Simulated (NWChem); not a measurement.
System: SnHI, singlet; SMILES [SnH][I]

```xyz
3

Sn    -0.0253     1.3972     0.0000
H      1.7574     1.4877     0.0000
I     -0.0093    -1.3462     0.0000
```
Atoms are numbered in this order, from 1.

Low-valent species are run as closed-shell singlets; no triplet was tried in these runs. Geometry: optimised at PBE0/def2-SVP. def2 effective core potentials on Sn, I; no spin-orbit coupling.

Symmetry labels are those of Cs in the frame above (b1 and b2, or b-type labels, depend on it).

Question: List the 6 lowest vertical singlet excitations and the 6 lowest triplet ones from PBE/def2-SVPD with def2 effective core potentials on Sn, I, TDA (NWChem).

Answer: 
```json
[
 {"state": "S1", "energy (eV)": "2.13", "oscillator strength": "0.004", "symmetry": "a\"", "leading excitation (squared amplitude)": "HOMO → LUMO (0.95)"},
 {"state": "S2", "energy (eV)": "3.18", "oscillator strength": "0.011", "symmetry": "a\"", "leading excitation (squared amplitude)": "HOMO−2 → LUMO (0.95)"},
 {"state": "S3", "energy (eV)": "3.50", "oscillator strength": "0.039", "symmetry": "a'", "leading excitation (squared amplitude)": "HOMO−1 → LUMO (0.87)"},
 {"state": "S4", "energy (eV)": "3.93", "oscillator strength": "0.000", "symmetry": "a\"", "leading excitation (squared amplitude)": "HOMO−3 → LUMO (1.00)"},
 {"state": "S5", "energy (eV)": "4.15", "oscillator strength": "0.053", "symmetry": "a'", "leading excitation (squared amplitude)": "HOMO → LUMO+1 (0.89)"},
 {"state": "S6", "energy (eV)": "4.96", "oscillator strength": "0.004", "symmetry": "a\"", "leading excitation (squared amplitude)": "HOMO−1 → LUMO+1 (1.00)"},
 {"state": "T1", "energy (eV)": "1.63", "oscillator strength": "spin-forbidden", "symmetry": "a\"", "leading excitation (squared amplitude)": "HOMO → LUMO (0.97)"},
 {"state": "T2", "energy (eV)": "2.59", "oscillator strength": "spin-forbidden", "symmetry": "a'", "leading excitation (squared amplitude)": "HOMO−1 → LUMO (1.00)"},
 {"state": "T3", "energy (eV)": "2.67", "oscillator strength": "spin-forbidden", "symmetry": "a\"", "leading excitation (squared amplitude)": "HOMO−2 → LUMO (0.97)"},
 {"state": "T4", "energy (eV)": "3.57", "oscillator strength": "spin-forbidden", "symmetry": "a\"", "leading excitation (squared amplitude)": "HOMO−3 → LUMO (0.99)"},
 {"state": "T5", "energy (eV)": "3.58", "oscillator strength": "spin-forbidden", "symmetry": "a'", "leading excitation (squared amplitude)": "HOMO → LUMO+1 (0.98)"},
 {"state": "T6", "energy (eV)": "4.52", "oscillator strength": "spin-forbidden", "symmetry": "a'", "leading excitation (squared amplitude)": "HOMO−2 → LUMO+1 (0.96)"}
]
```
